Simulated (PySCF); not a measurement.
Mean polarisability (bohr³) of eight silicon and germanium compounds: PBE beside HF, computed with PySCF for isolated molecules in the bases named; differences from unrounded values. The eight are the first of their class met in an unordered collection, after screening for sound electronic states; none was chosen by its value. Each molecule has one DFT geometry for both levels.

```
molecule                                                                                                 basis    HF   PBE  difference
---------------------------------------------------------------------------------------------------  ---------  ----  ----  ----------
CH6BClO2Si, SMILES OB(O)C[SiH2]Cl                                                                    def2-TZVP  63.0  72.3         9.3
C₂H₆BNO₂Si, SMILES N[SiH2]C#CB(O)O                                                                   def2-TZVP  69.6  81.0        11.4
FH8NSi3, SMILES N[SiH2][SiH2][SiH2]F                                                                 def2-TZVP  85.1  97.1        12.1
C2H6FNSi, SMILES CN(C)[Si]F (connectivity only; charge and spin as stated), neutral, multiplicity 1  def2-TZVP  58.6  65.8         7.2
CH7ClO2Si2, SMILES [Si@@H](O)(Cl)[Si@H](O)C                                                          def2-TZVP  75.0  86.0        11.0
Br₂FGeH₂N, SMILES [Br][Ge]([F])([NH2])[Br]                                                           def2-TZVP  68.8  77.9         9.1
C3H9NOSi, SMILES CN1C[SiH](O)C1                                                                      def2-TZVP  66.1  75.1         9.0
C2H8F2Si2, SMILES CC([SiH2]F)[SiH2]F                                                                 def2-TZVP  66.4  75.6         9.2
```

PBE lies below HF in 0 and above it in 8 of the eight; the mean signed difference is 9.8 and the largest 12.1 bohr³.
